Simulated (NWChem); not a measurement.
## Atomisation of H2O3P

```
P
O 1 1.5086
O 1 1.6506 2 113.77
H 3 0.9795 1 110.08 2 -160.15
O 1 1.6726 2 117.30 3 -113.29
H 5 0.9791 1 110.06 2 -51.95
```
Charge 0, spin multiplicity 2.

Everything below was run with NWChem. The geometry was optimised at UPBE/def2-SVP, a minimum by its harmonic frequencies. It is one conformer; others weren't searched.

Basis set: def2-TZVP. The atomisation energy is electronic alone: no zero-point, thermal, spin-orbit or counterpoise terms. No value is extrapolated to the basis-set limit. Free atoms are single determinants with multiplicities O 3, P 4, H 2. Correlated methods freeze the same cores in atoms and molecule, 8 orbitals in all.

Relative cost: rough, from shared machines, SCF included, LDA (SVWN5) = 1. Costs are the molecule's.

B3LYP has NWChem's definition, with VWN1-RPA local correlation. GW and range-separated runs recompute their integrals, the others keep them in memory, which bears on the times. The structure started from a generated list of species. The stability of the SCF solutions was not checked. Open-shell Hartree-Fock references start from PBE0 orbitals; any time given for them includes that run.

```
method                        atomisation energy (kcal/mol)  relative cost
----------------------------  -----------------------------  -------------
LDA (SVWN5)                                      (withheld)              1
PBE0                                             (withheld)        under 3
B3LYP                                                 518.7        under 3
PBE                                              (withheld)        under 3
M06-2X                                                525.3        under 3
TPSS                                                  521.4        under 3
HF                                                    306.8              3
MP2                                                   520.9              4
LC-wPBE (omega 0.3 per bohr)                     (withheld)             10
```

Some entries are withheld; supply them.


- LDA (SVWN5), atomisation energy (kcal/mol): 639.0
- PBE0, atomisation energy (kcal/mol): 516.0
- PBE, atomisation energy (kcal/mol): 546.1
- LC-wPBE (omega 0.3 per bohr), atomisation energy (kcal/mol): 531.6
